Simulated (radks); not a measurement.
Values are calculated unless marked as measured or tabulated.
Numerical settings for neutral gold, [Xe] 4f14 5d10 6s1. Code: a radial shooting solver on a logarithmic mesh with Libxc functionals. Model: Dirac Kohn-Sham, PBE, spin-unpolarised, spherical densities, point nucleus. The defaults (mesh step 0.008 in ln r, mesh end at 40 bohr or more with all orbitals vanishing there, Anderson mixing 0.5 over 9 steps, residual threshold near 1e-9 with the energy settled to 1e-9 hartree or 1e-11 of itself, here a cap of 80 iterations) give E = -19048.096 hartree and 6s1/2 at -5.780 eV in 15 iterations. Run on one thread of a shared host, so times are rough (Arm Neoverse N1): 0.25 s of CPU time, 0.25 s wall, 15 iterations on 2728 mesh points. Changes against that run (0 stands for a change within the tolerance of the run):

setting                    iterations  converged  E (mhartree)  e(6s1/2) (meV)  CPU (s)
mesh step in ln r 0.012            15        yes             0               0     0.18
mesh step in ln r 0.08              2         no      diverged               -     0.06
mesh step in ln r 0.2               4         no      diverged               -     0.01
mesh end (bohr) 400                15        yes             0               0     0.25
mesh end (bohr) 20                 15        yes             0               0     0.24
residual threshold 0.1              8        yes      +0.00156           +5.03     0.17
residual threshold 1e-05           11        yes             0         -0.0502     0.21
mixing 2.5                         22        yes             0               0     0.38
linear mixing, mixing 0.8          80         no     +2.87e+05       -2.41e+04      3.2
linear mixing, mixing 0.5          30        yes             0               0      0.4
mixing history 2                   29        yes             0               0      0.4
iteration cap 5                     5         no        +0.264           -62.3      0.1

No run marked as converged misses the energy by more than 1 mhartree. A mesh that ends early acts as a hard wall.
